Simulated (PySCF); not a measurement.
Record of a relaxation.

Species: Ti(SMe)2(OMe)2, C₄H₁₂O₂S₂Ti (singlet state).
Bonds: Ti1–S2, Ti1–S7, Ti1–O12, Ti1–O17, S2–C3, S7–C8, O12–C13, O17–C18. Hydrogens: H4, H5, H6 on C3; H9, H10, H11 on C8; H14, H15, H16 on C13; H19, H20, H21 on C18.

Computed by this run: PySCF 2.14.0, PBE0-D3(BJ)/def2-SVP geometry optimisation, gas phase; density fitting, grid level 1; the optimiser is geomeTRIC in internal coordinates, started from a GFN2-xTB structure with every atom displaced at random (about 0.03 Å). 6 of its 32 geometries are shown. The frame can shift and turn from step to step; on so coarse a grid that alone can change the energy by a few meV, and forces under 0.02 eV/Å are noise.

Step 0: E = -53188.8953 eV, largest atomic force 7.070 eV/Å
```
atom  x, y, z in Å  |  force x, y, z in eV/Å
Ti1     0.139    0.250    0.361    3.839   5.144   1.091
S2      0.699    0.421    2.547   -0.229   0.061   0.155
C3      1.383   -1.258    2.520    5.503   4.322   1.010
H4      0.747   -1.979    2.403   -4.529  -4.632  -0.851
H5      1.919   -1.420    3.477   -0.194   0.076  -0.184
H6      2.171   -1.308    1.734   -0.381  -0.198   0.296
S7      2.079   -0.104   -0.782    0.543  -0.011  -0.320
C8      1.239   -0.121   -2.419   -3.163  -0.313   3.153
H9      0.453   -0.931   -2.343    0.737   0.508  -0.542
H10     1.934   -0.329   -3.141    1.954  -0.482  -2.328
H11     0.685    0.820   -2.552    0.324   0.107  -0.348
O12    -0.300    1.902   -0.027   -1.648   1.339  -0.729
C13    -0.930    3.168   -0.375    4.286  -0.498   2.812
H14    -1.297    3.614    0.585   -0.122  -0.174  -0.737
H15    -1.669    3.009   -1.085   -1.785  -0.155  -1.680
H16    -0.064    3.831   -0.737   -1.365  -0.626   0.128
O17    -0.815   -1.051    0.160   -4.609  -5.024  -0.974
C18    -1.910   -1.931   -0.010   -0.079   0.904  -1.438
H19    -2.505   -2.026    0.891   -0.334   0.364   0.562
H20    -1.583   -2.936   -0.244    0.572  -0.540  -0.203
H21    -2.562   -1.604   -0.893    0.681  -0.171   1.127
```

Step 6: E = -53190.3790 eV, largest atomic force 0.150 eV/Å
```
atom  x, y, z in Å  |  force x, y, z in eV/Å
Ti1     0.228    0.526    0.366   -0.009   0.043  -0.014
S2      1.065    0.429    2.474   -0.068   0.053   0.075
C3      1.475   -1.350    2.529    0.137   0.045  -0.043
H4      0.570   -1.958    2.638   -0.080  -0.040   0.013
H5      2.128   -1.516    3.397   -0.010   0.003   0.004
H6      2.015   -1.644    1.617   -0.014  -0.006   0.005
S7      2.128    0.166   -0.873   -0.003   0.019  -0.075
C8      1.416   -0.522   -2.410   -0.064  -0.019   0.036
H9      0.840   -1.435   -2.201    0.020   0.002  -0.006
H10     2.245   -0.771   -3.086    0.034  -0.007  -0.012
H11     0.766    0.205   -2.916    0.025   0.007   0.001
O12    -0.495    2.100    0.123    0.029   0.032   0.058
C13    -1.168    3.280   -0.143    0.064  -0.050   0.011
H14    -1.576    3.704    0.791    0.004   0.013  -0.011
H15    -2.005    3.105   -0.839   -0.011   0.006  -0.013
H16    -0.485    4.020   -0.594   -0.010   0.006  -0.001
O17    -0.850   -0.817    0.051   -0.043  -0.098  -0.031
C18    -1.900   -1.689   -0.168   -0.011   0.004  -0.009
H19    -2.456   -1.872    0.767   -0.004   0.002   0.008
H20    -1.525   -2.658   -0.539    0.011  -0.012  -0.006
H21    -2.604   -1.283   -0.916    0.004  -0.003   0.010
```

Step 12: E = -53190.3940 eV, largest atomic force 0.066 eV/Å
```
atom  x, y, z in Å  |  force x, y, z in eV/Å
Ti1     0.072    0.580    0.294   -0.054   0.038  -0.004
S2      0.803    0.524    2.447    0.013  -0.005   0.034
C3      1.511   -1.157    2.495   -0.005  -0.012  -0.016
H4      0.718   -1.916    2.556    0.010   0.011  -0.004
H5      2.144   -1.230    3.390   -0.006  -0.001   0.007
H6      2.130   -1.335    1.603    0.002   0.002   0.003
S7      1.982    0.326   -0.963    0.004  -0.022   0.007
C8      1.473   -0.891   -2.224    0.009  -0.014  -0.034
H9      1.067   -1.799   -1.757   -0.002   0.003   0.003
H10     2.366   -1.160   -2.807   -0.001   0.003   0.011
H11     0.726   -0.469   -2.909    0.001   0.000   0.007
O12    -0.637    2.167    0.144   -0.007  -0.015  -0.024
C13    -1.120    3.436   -0.119   -0.032  -0.006  -0.020
H14    -1.493    3.902    0.809    0.018   0.007   0.001
H15    -1.954    3.396   -0.841    0.014  -0.004   0.009
H16    -0.326    4.076   -0.540    0.007   0.004   0.009
O17    -0.955   -0.792   -0.088    0.061   0.005   0.005
C18    -1.962   -1.713   -0.308   -0.043   0.001   0.006
H19    -2.493   -1.945    0.631    0.007   0.001   0.002
H20    -1.542   -2.654   -0.705    0.002   0.001  -0.003
H21    -2.699   -1.332   -1.036    0.003   0.002   0.002
```

Step 19: E = -53190.4027 eV, largest atomic force 0.062 eV/Å
```
atom  x, y, z in Å  |  force x, y, z in eV/Å
Ti1     0.050    0.580    0.233   -0.010  -0.021  -0.041
S2      0.771    0.623    2.392   -0.003  -0.009   0.018
C3      1.461   -1.064    2.483   -0.016  -0.014  -0.011
H4      0.721   -1.813    2.165    0.017   0.012   0.009
H5      1.739   -1.263    3.527    0.002   0.001   0.002
H6      2.350   -1.140    1.841    0.001   0.001  -0.003
S7      1.961    0.219   -0.984    0.022   0.007   0.003
C8      1.515   -1.161   -2.092   -0.004  -0.021  -0.023
H9      1.001   -1.960   -1.543   -0.002   0.003   0.002
H10     2.446   -1.559   -2.519   -0.004   0.003   0.008
H11     0.874   -0.814   -2.914    0.000   0.003   0.005
O12    -0.611    2.171   -0.049   -0.012  -0.011   0.025
C13    -0.901    3.468   -0.435   -0.024   0.000  -0.032
H14    -1.167    4.076    0.446    0.013   0.002   0.002
H15    -1.755    3.484   -1.134    0.009  -0.004   0.009
H16    -0.033    3.931   -0.934    0.006   0.001   0.006
O17    -1.010   -0.803   -0.032    0.009   0.049   0.037
C18    -2.159   -1.573   -0.085   -0.009  -0.007  -0.006
H19    -2.593   -1.697    0.922    0.005   0.000  -0.001
H20    -1.927   -2.576   -0.483   -0.001   0.003  -0.006
H21    -2.921   -1.113   -0.737    0.001   0.002  -0.001
```

Step 25: E = -53190.4078 eV, largest atomic force 0.039 eV/Å
```
atom  x, y, z in Å  |  force x, y, z in eV/Å
Ti1     0.078    0.571    0.312   -0.038   0.001  -0.006
S2      0.838    0.569    2.460    0.015   0.004  -0.009
C3      1.469   -1.144    2.506   -0.031  -0.019   0.003
H4      0.692   -1.861    2.205    0.017   0.013   0.006
H5      1.773   -1.366    3.539    0.004   0.002   0.000
H6      2.334   -1.245    1.834    0.003   0.004  -0.001
S7      1.943    0.150   -0.958    0.018   0.003   0.015
C8      1.412   -1.187   -2.082    0.001  -0.001  -0.011
H9      0.792   -1.925   -1.557    0.000   0.001   0.002
H10     2.316   -1.682   -2.465    0.000   0.003   0.003
H11     0.850   -0.780   -2.934   -0.001   0.000   0.001
O12    -0.541    2.176    0.019   -0.005  -0.009   0.009
C13    -0.738    3.450   -0.486    0.004   0.011  -0.011
H14    -0.916    4.162    0.337    0.003   0.000   0.001
H15    -1.614    3.472   -1.157    0.000  -0.002   0.008
H16     0.146    3.785   -1.055    0.001  -0.003   0.002
O17    -1.050   -0.756    0.054    0.011  -0.012  -0.013
C18    -2.242   -1.444   -0.094   -0.001   0.004   0.009
H19    -2.686   -1.669    0.891    0.001  -0.002  -0.002
H20    -2.067   -2.400   -0.617   -0.001   0.001  -0.005
H21    -2.973   -0.860   -0.680   -0.002   0.000   0.001
```

Step 31: E = -53190.4090 eV, largest atomic force 0.022 eV/Å
```
atom  x, y, z in Å  |  force x, y, z in eV/Å
Ti1     0.040    0.524    0.347    0.010  -0.002   0.003
S2      0.785    0.539    2.499   -0.004  -0.002   0.001
C3      1.371   -1.188    2.592    0.018   0.014   0.002
H4      0.569   -1.893    2.333   -0.006  -0.007  -0.003
H5      1.695   -1.381    3.624   -0.004  -0.002   0.001
H6      2.218   -1.334    1.906   -0.002  -0.002  -0.001
S7      1.939    0.129   -0.874   -0.003  -0.009   0.002
C8      1.407   -1.094   -2.121    0.000   0.002   0.000
H9      0.671   -1.792   -1.700    0.001   0.000   0.000
H10     2.296   -1.656   -2.441    0.000   0.001  -0.001
H11     0.975   -0.591   -2.997    0.000   0.000   0.000
O12    -0.561    2.135    0.031   -0.010  -0.003  -0.010
C13    -0.556    3.403   -0.532    0.003  -0.001   0.010
H14    -0.592    4.169    0.261    0.003   0.002   0.000
H15    -1.436    3.539   -1.184   -0.001   0.002  -0.001
H16     0.356    3.559   -1.132   -0.002   0.001  -0.002
O17    -1.088   -0.803    0.064   -0.004   0.009   0.000
C18    -2.312   -1.426   -0.114    0.000  -0.001  -0.004
H19    -2.732   -1.741    0.856    0.002  -0.002   0.000
H20    -2.193   -2.325   -0.743    0.000   0.000   0.000
H21    -3.038   -0.756   -0.606    0.000   0.001   0.002
```

**Question.** Summarise the path.

**Answer.** The energy falls by 34.91 kcal/mol from step 0 to step 31; nine tenths of that is first reached at step 2. It rises by more than 0.2 meV at step 30. The largest force goes from 7.070 to 0.022 eV/Å. Among the bonds Ti1–O17 changes most, from 1.626 to 1.764 Å; the atoms move by 0.555 Å rms after alignment.

The cost below is that of the whole optimisation. Time: 8.8 min wall, 22 min CPU; peak memory 1.2 GiB. Hardware: 2 threads of an AMD EPYC 7R43, on a shared host.
